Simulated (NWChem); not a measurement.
System meant: GeNH2Cl, singlet; SMILES [Ge]([Cl])[NH2]

Here is an NWChem input.

```
start job
memory heap 200 mb stack 900 mb global 1100 mb
geometry units angstroms noautoz
  Ge     0.470645     0.520238     0.000000
  Cl    -0.156099    -1.629605     0.000000
  N     -1.233627     1.196295     0.000000
  H     -2.080827     0.618247     0.000000
  H     -1.433292     2.201113     0.000000
end
basis spherical
  Ge library def2-svp
  Cl library def2-svp
  N library def2-svp
  H library def2-svp
end
dft
  odft
  mult 2
  xc pbe0
  iterations 150
  mulliken
end
task dft energy
```

End of the output:

```
 Summary of "ao basis" -> "" (spherical)
 ------------------------------------------------------------------------------
       Tag                 Description            Shells   Functions and Types
 ---------------- ------------------------------  ------  ---------------------
 Ge                         def2-svp                12       32   5s4p3d
 Cl                         def2-svp                 8       18   4s3p1d
 N                          def2-svp                 6       14   3s2p1d
 H                          def2-svp                 3        5   2s1p

                                 NWChem DFT Module
                                 -----------------

 Summary of "ao basis" -> "ao basis" (spherical)
 ------------------------------------------------------------------------------
       Tag                 Description            Shells   Functions and Types
 ---------------- ------------------------------  ------  ---------------------
 Ge                         def2-svp                12       32   5s4p3d
 Cl                         def2-svp                 8       18   4s3p1d
 N                          def2-svp                 6       14   3s2p1d
 H                          def2-svp                 3        5   2s1p

      Symmetry analysis of basis
      --------------------------

        a'         53
        a"         21

  number of electrons :                   58
  multiplicity        :                    2
 ------------------------------------------------------------------------
  no. of electrons and multiplicity not compatible                  58
 ------------------------------------------------------------------------
 ------------------------------------------------------------------------
  current input line :
    23: task dft energy
 ------------------------------------------------------------------------
 ------------------------------------------------------------------------
 There is an error in the input file
 ------------------------------------------------------------------------
 For more information see the NWChem manual at https://nwchemgit.github.io

0: no. of electrons and multiplicity not compatible:Received an Error in Communication
```

### Question
What is wrong, and how is it mended?

### Answer
The program refused the input. Cause: the multiplicity doesn't fit the number of electrons (an even count wants an odd multiplicity, and the reverse). This input runs:
```
start job
memory heap 200 mb stack 900 mb global 1100 mb
geometry units angstroms noautoz
  Ge     0.470645     0.520238     0.000000
  Cl    -0.156099    -1.629605     0.000000
  N     -1.233627     1.196295     0.000000
  H     -2.080827     0.618247     0.000000
  H     -1.433292     2.201113     0.000000
end
basis spherical
  * library def2-svp
end
dft
  xc pbe0
  iterations 150
  mulliken
end
task dft energy
```
It converges to -2592.29554 Ha (PBE0/def2-SVP).
